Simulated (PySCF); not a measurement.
F₃OW, charge +1, multiplicity 1. Atoms are numbered in the order given.

```xyz
5

W      0.0000     0.0000     0.0026
O      0.0000     0.0000    -1.6592
F      1.5095     0.8715     0.4846
F      0.0000    -1.7430     0.4846
F     -1.5095     0.8715     0.4846
```
Charge +1, spin multiplicity 1.

Geometry optimised at B3LYP-D3(BJ)/def2-SVP. The multiplicity is an assumed one; other spin states were not compared. The isomer is the one that the SMILES or the coordinates give; other isomers of the formula were not compared. The def2 effective core potentials stand for the cores of W; spin–orbit coupling is left out.

Method: TDA-ωB97X/def2-SVPD (PySCF 2.14.0).

Vertical excitations; the highest root listed may be one member of a degenerate set. The molecule is in vacuum. State labels are in the subgroup Cs.

Computed excitation energies, oscillator strengths and character:
| state | symmetry | energy (eV) | λ (nm) | f | main pairs |
|---|---|---|---|---|---|
| S1 | A" | 5.95 | 208 | 0.000 | HOMO−1→LUMO 48 %, HOMO→LUMO+1 48 % |
| S2 | A" | 6.23 | 199 | 0.002 | HOMO→LUMO+1, HOMO−1→LUMO (degenerate set) |
| S3 | A' | 6.24 | 199 | 0.002 | HOMO→LUMO, HOMO−1→LUMO+1 (degenerate set) |
| S4 | A' | 6.81 | 182 | 0.000 | HOMO−2→LUMO (degenerate set) |
| S5 | A" | 6.81 | 182 | 0.000 | HOMO−2→LUMO+1 (degenerate set) |
| S6 | A' | 6.91 | 179 | 0.015 | HOMO−1→LUMO+1 38 %, HOMO→LUMO 38 %, HOMO→LUMO+2 11 %, HOMO−1→LUMO+3 11 % |
| S7 | A" | 7.66 | 162 | 0.000 | HOMO−1→LUMO+2 47 %, HOMO→LUMO+3 47 % |
| S8 | A' | 7.86 | 158 | 0.000 | HOMO−1→LUMO+3, HOMO→LUMO+2 (degenerate set) |
| S9 | A" | 7.86 | 158 | 0.000 | HOMO→LUMO+3, HOMO−1→LUMO+2 (degenerate set) |
| S10 | A" | 8.18 | 151 | 0.002 | HOMO−3→LUMO 64 %, HOMO−4→LUMO 15 %, HOMO−5→LUMO+1 15 % |
| T1 | A' | 5.24 | 237 | 0 | HOMO−1→LUMO+1 40 %, HOMO→LUMO 40 %, HOMO−1→LUMO+3 7 %, HOMO→LUMO+2 7 % |
| T2 | A" | 5.59 | 222 | 0 | HOMO→LUMO+1, HOMO−1→LUMO (degenerate set) |
| T3 | A' | 5.59 | 222 | 0 | HOMO→LUMO, HOMO−1→LUMO+1 (degenerate set) |
| T4 | A" | 5.90 | 210 | 0 | HOMO−1→LUMO 49 %, HOMO→LUMO+1 49 % |
Triplets are in the Tamm–Dancoff approximation.
